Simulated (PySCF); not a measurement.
H5NSiSn, SMILES [NH2][Sn][SiH3] (connectivity only; charge and spin as stated), neutral, multiplicity 1.

The structure is a stationary point at PBE0-D3(BJ)/def2-SVP. The def2 effective core potentials stand for the cores of Sn; spin–orbit coupling is left out. One conformer was computed; it need not be the lowest.

The numbers are results of M06-2X/def2-TZVPD run with PySCF, not measurements.

Symmetry labels are those of the subgroup Cs that the program uses (full group Cs).

Problem. List the valence orbital energies around the gap with their symmetry. (The exact figures need the calculation; the answer reports its results.)

Solution. 
```tsv
orbital	symmetry	energy (eV)
HOMO−7	A'	-16.27
HOMO−6	A'	-14.85
HOMO−5	A'	-14.21
HOMO−4	A'	-10.66
HOMO−3	A"	-10.61
HOMO−2	A'	-9.87
HOMO−1	A"	-8.90
HOMO	A'	-7.03
LUMO	A"	-1.50
LUMO+1	A'	-0.04
LUMO+2	A'	0.48
LUMO+3	A'	0.64
```
